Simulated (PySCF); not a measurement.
C5H6BF. Atoms are numbered in the order given.

```xyz
13

C     -0.5778     2.7268     0.0000
C     -0.0255     1.6460     0.0000
C      0.5832     0.3525     0.0000
C      1.9275     0.2194     0.0000
B     -0.3492    -0.9163     0.0000
C      0.1218    -2.4083     0.0000
F     -1.6614    -0.6926     0.0000
H     -1.0641     3.6846     0.0000
H      2.5950     1.0862     0.0000
H      2.3936    -0.7688     0.0000
H     -0.3048    -2.9197     0.8796
H      1.2076    -2.5665     0.0000
H     -0.3048    -2.9197    -0.8796
```

Coordinates come from a PBE0-D3(BJ)/def2-SVP optimisation. This is a generated structure with no PubChem entry under its InChIKey; it may be hypothetical. The values are those of a single conformer.

Method: PBE/pcSseg-1 in PySCF.

GIAO shieldings, no solvent; atoms alike by connectivity are averaged. δ = σ(ref) − σ: ¹³C against TMS (σ = 182.0 ppm); ¹¹B against BF3 (σ = 83.9 ppm); ¹⁹F against CFCl3 (σ = 133.6 ppm); ¹H against TMS (σ = 31.49 ppm), references at their B3LYP-D3(BJ)/def2-TZVP geometries, non-relativistic.

| nucleus | atoms | count | δ (ppm) |
|---|---|---|---|
| ¹³C | C4 | 1 | 158.2 |
| ¹³C | C3 | 1 | 139.1 |
| ¹³C | C1 | 1 | 92.8 |
| ¹³C | C2 | 1 | 89.1 |
| ¹³C | C6 | 1 | 2.3 |
| ¹¹B | B5 | 1 | 39.0 |
| ¹⁹F | F7 | 1 | -36.5 |
| ¹H | H9, H10 | 2 | 7.12 |
| ¹H | H8 | 1 | 3.56 |
| ¹H | H11, H12, H13 | 3 | 0.84 |
